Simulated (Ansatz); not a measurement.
Reaction (ligand exchange at a B–O bond): `OB(F)[SiH3]` + CH₃NH₂ → `CNB(F)[SiH3]` + H₂O

Calculated with Ansatz (gas phase, PBE0-D4/def2-TZVP geometries, no zero-point term in ΔE). CCSD(T)/CBS adds triple-zeta CCSD(T) − MP2 to the extrapolated MP2 energy (def2 sets, frozen cores). This one scheme is used for every species. Functionals use def2-TZVPP. B3LYP here is the variant with VWN-RPA as its local correlation; programs differ in this. Each species was taken in one conformer, which may not be the lowest.

`OB(F)[SiH3]`:

Z-matrix (Å, degrees):
```
Si
B 1 2.039
H 1 1.487 2 110.6
H 1 1.487 2 110.6 3 -120.2
H 1 1.491 2 110.3 3 119.9
F 2 1.329 1 119.2 3 60.1
O 2 1.349 1 125.2 3 -120.0
H 7 0.959 2 113.8 1 0.0
```

CH₃NH₂:

Cartesian coordinates in Å:
```
C -0.166 0.471 -0.271
N 0.473 -0.755 0.177
H -0.978 0.841 0.371
H -0.577 0.320 -1.273
H 0.583 1.262 -0.350
H -0.203 -1.505 0.246
H 0.869 -0.633 1.100
```

`CNB(F)[SiH3]`:

Cartesian coordinates in Å:
```
C -0.785 1.458 -0.576
N 0.340 0.661 -1.002
B 0.852 -0.496 -0.427
F 1.924 -1.048 -1.033
Si 0.157 -1.444 1.231
H -1.224 1.021 0.320
H -0.482 2.482 -0.340
H -1.560 1.500 -1.347
H 0.807 1.003 -1.830
H -1.037 -0.793 1.841
H 1.223 -1.496 2.270
H -0.216 -2.847 0.894
```

H₂O:

```xyz
3

O     0.200    0.018   -0.334
H     0.490    0.299    0.537
H    -0.690   -0.317   -0.203
```

| level | ΔE (kcal/mol) | difference from CCSD(T)/CBS |
| --- | --- | --- |
| PBE-D4 | 0.5 | 0.0 |
| r2SCAN-D4 | 1.7 | 1.2 |
| PBE0-D4 | 0.6 | 0.1 |
| B3LYP-D4 | 1.0 | 0.5 |
| ωB97X-V | 1.8 | 1.3 |
| ωB97M-V | 1.5 | 1.0 |
| B2PLYP | 2.1 | 1.6 |
| PBE | 1.6 | 1.1 |
| r2SCAN | 2.0 | 1.5 |
| PBE0 | 1.6 | 1.1 |
| B3LYP | 2.7 | 2.2 |
| HF/def2-TZVPP | 4.8 | 4.3 |
| MP2/def2-TZVPP | 0.7 | 0.2 |
| SCS-MP2/def2-TZVPP | 1.6 | 1.1 |
| CCSD/def2-TZVPP | 1.7 | 1.2 |
| CCSD(T)/def2-TZVPP | 1.3 | 0.8 |
| HF/def2-QZVPP | 4.8 | 4.3 |
| MP2/def2-QZVPP | 0.3 | -0.2 |
| SCS-MP2/def2-QZVPP | 1.2 | 0.7 |
| HF/CBS(def2) | 4.8 | 4.3 |
| MP2/CBS(def2) | 0.0 | -0.5 |
| CCSD/CBS(def2) | 0.9 | 0.4 |
| CCSD(T)/CBS | 0.5 | 0 |

Largest T1 diagnostic among the species: 0.014.

In def2-TZVPP, CCSD(T) changes the Hartree–Fock value by −3.5 kcal/mol (the triples alone add −0.4 kcal/mol) and MP2 by −4.0 kcal/mol. The D4 term adds −1.7 kcal/mol with B3LYP and −1.0 kcal/mol with PBE0; it sums over pairs of atoms, weighted by their polarisabilities, and B3LYP, whose exchange is more repulsive, gets the larger term.
